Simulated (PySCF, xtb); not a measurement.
Ta(O)(OH)(NH2)2 (H₅N₂O₂Ta), SMILES [NH2][Ta]([NH2])(=[O])[OH], multiplicity 1.

GFN2-xTB (xtb) at its own geometry gives an orbital gap of 4.00 eV and a dipole moment of 5.61 D.

Coordinates come from a PBE0-D3(BJ)/def2-SVP optimisation. The spin state was assumed, not searched. The def2 effective core potentials stand for the cores of Ta; spin–orbit coupling is left out. The values are those of a single conformer.

Q: What does PBE/def2-TZVP run with PySCF give? (The exact figures need the calculation; the answer reports its results.)

A: gap 4.98 eV (levels -5.88 and -0.90 eV), dipole 2.70 D.
